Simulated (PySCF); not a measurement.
## Correlation energy of Rb(27+) (rubidium, charge +27)

Starting occupation: [Ne]. All numbers are calculated (PySCF 2.14, X2C-1e with screened-nucleus spin-orbit coupling, Gaussian nucleus, in an uncontracted even-tempered set (18 s from 2.1 bohr⁻², ratio 2.6; 13 p from 2.7 bohr⁻², ratio 2.6; 6 d from 2.8 bohr⁻², ratio 2.8; 3 f from 73 bohr⁻², ratio 2.8)). Frozen: 1s2; 8 electrons correlated; the 56 highest virtual spinors left out.

MP2 pair energies summed by pair of shells (mhartree):

| pair | energy | share (%) |
| --- | --- | --- |
| 2p1/2-2p3/2 | -98.55 | 33.5 |
| 2p3/2-2p3/2 | -93.80 | 31.9 |
| 2p3/2-2s1/2 | -45.00 | 15.3 |
| 2p1/2-2s1/2 | -22.80 | 7.7 |
| 2p1/2-2p1/2 | -22.60 | 7.7 |
| 2s1/2-2s1/2 | -11.70 | 4.0 |

Total MP2 correlation energy: -294.45 mhartree.

The virtual space was cut to 44 spinors, which keep -226.56 of the -294.45 mhartree of MP2 correlation.

```csv
level,correlation energy (mhartree)
CCSD,-228.07
(T),-0.04
CCSD(T),-228.11
```

Diagnostics: T1 = 8.8e-05, largest double amplitude 0.004.

Cost of the coupled-cluster step: about 6 core-seconds, for 8 occupied and 44 virtual spinors.

Iterations:

```
Init t2, MP2 energy = -0.226555021129435
CCSD nocc = 8, nmo = 52
Init t2, MP2 energy = -0.226555021129435
Init E_corr(GCCSD) = -0.226555021129435
cycle = 1  E_corr(GCCSD) = -0.228017324026538  dE = -0.0014623029  norm(t1,t2) = 0.000505587
cycle = 2  E_corr(GCCSD) = -0.228063499762605  dE = -4.61757361e-05  norm(t1,t2) = 2.3081e-05
cycle = 3  E_corr(GCCSD) = -0.228065308650547  dE = -1.80888794e-06  norm(t1,t2) = 1.32951e-06
cycle = 4  E_corr(GCCSD) = -0.228065298194575  dE = 1.04559718e-08  norm(t1,t2) = 1.15097e-08
cycle = 5  E_corr(GCCSD) = -0.22806529807019  dE = 1.24385141e-10  norm(t1,t2) = 3.12084e-10
GCCSD converged
E(GCCSD) = -2467.623698154538  E_corr = -0.2280652980701903
```

The coupled-cluster values are those of the cut space; adding the MP2 remainder, -67.89 mhartree, estimates the full space.

At this charge the one-electron X2C treatment keeps the bare 1/r₁₂, with no two-electron picture change or Breit term. The effect here is smaller than on the frozen 1s shell.
